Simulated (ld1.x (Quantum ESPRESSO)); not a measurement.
## Which change was made? (Pt, ultrasoft)

ld1.x (Quantum ESPRESSO) 7.5 input, shortened:

```
&input
   title='Pt', zed=78., rel=2, dft='PZ', iswitch=3,
   config='[Xe] 4f14 5d9 6s0 6p0', rel_dist='average'
 /
 &inputp
   pseudotype=3, tm=.true., lloc=-1, rcloc=2.25,
   nlcc=.true., rcore=1.15,
   which_augfun='PSQ', rmatch_augfun=1.40
 /
6
6S  1  0   0.00   0.00  2.25  2.75  0.0
6S  1  0   0.00  -0.35  2.25  2.75  0.0
6P  2  1   0.00   0.00  2.55  2.85  0.0
6P  2  1   0.00   1.35  2.55  2.85  0.0
5D  3  2   9.00   0.00  1.25  1.55  0.0
5D  3  2   0.00  -0.65  1.25  1.55  0.0
 &test
   configts(1)='5d9 6s0 6p0'
 /
```

Open shells are filled in proportion to 2j + 1 (rel_dist='average').

Cutoffs, loose and tight: the cutoffs (Ry, on a coarse ladder) from which the occupation-weighted sum of valence levels, in a spherical-Bessel basis at the reference potential, stays within 10 and 1 mRy of its value at 400 Ry. They do not see the model core or the augmentation charge, which bear on the density cutoff. Test errors are all-electron minus pseudo excitation energies from the reference, over the configurations 5d9 6s1 6p0; 5d8 6s0 6p0; 5d7 6s0 6p0; 5d6 6s0 6p0; 5d9 6s0.5 6p0; 5d9.5 6s0.5 6p0; 5d8 6s2 6p0; variants that change the core or the reference have their own tests. The largest error is taken over the tests solved by every variant that gives reliable tests at all, those not shown here included: 5d6 6s0 6p0; 5d7 6s0 6p0; 5d8 6s0 6p0; 5d9 6s1 6p0.

The base gives: outcome: generated; cutoff, loose: 45 Ry; cutoff, tight: 80 Ry; bound ghosts: none; largest test error (meV): -677.

Q: After one change the result is: outcome: generated; cutoff, loose: 55 Ry; cutoff, tight: 100 Ry; bound ghosts: none; largest test error (meV): -688. Which change was it?
A. all radii but the core radius scaled by about 1.22 (s 3.36, p 3.48, d 1.90 bohr, rcut 2.74/3.12/1.52); local potential all-electron potential smoothed inside 2.74 bohr (lloc = -1); augmentation PSQ, radius 1.70 bohr
B. all radii but the core radius scaled by about 0.90 (s 2.46, p 2.56, d 1.38 bohr, rcut 2.02/2.28/1.12); local potential all-electron potential smoothed inside 2.02 bohr (lloc = -1); augmentation PSQ, radius 1.26 bohr
C. all radii but the core radius scaled by about 1.38 (s 3.80, p 3.94, d 2.14 bohr, rcut 3.12/3.52/1.72); local potential all-electron potential smoothed inside 3.12 bohr (lloc = -1); augmentation PSQ, radius 1.94 bohr
D. all radii but the core radius scaled by about 0.78 (s 2.14, p 2.22, d 1.20 bohr, rcut 1.74/1.98/0.98); local potential all-electron potential smoothed inside 1.74 bohr (lloc = -1); augmentation PSQ, radius 1.08 bohr

A: B. The others give: all radii but the core radius scaled by about 0.78 (s 2.14, p 2.22, d 1.20 bohr, rcut 1.74/1.98/0.98); local potential all-electron potential smoothed inside 1.74 bohr (lloc = -1); augmentation PSQ, radius 1.08 bohr → outcome: generated; cutoff, loose: 70 Ry; cutoff, tight: 120 Ry; bound ghosts: s, p3/2, p1/2; largest test error (meV): -664 | all radii but the core radius scaled by about 1.38 (s 3.80, p 3.94, d 2.14 bohr, rcut 3.12/3.52/1.72); local potential all-electron potential smoothed inside 3.12 bohr (lloc = -1); augmentation PSQ, radius 1.94 bohr → outcome: generated, overlap not positive; bound ghosts: not determined (overlap not positive); largest test error (meV): -1611 | all radii but the core radius scaled by about 1.22 (s 3.36, p 3.48, d 1.90 bohr, rcut 2.74/3.12/1.52); local potential all-electron potential smoothed inside 2.74 bohr (lloc = -1); augmentation PSQ, radius 1.70 bohr → outcome: generated; cutoff, loose: 30 Ry; cutoff, tight: 50 Ry; bound ghosts: none; largest test error (meV): -596. A file whose overlap is not positive is unfit for use, and its test errors describe a broken file.
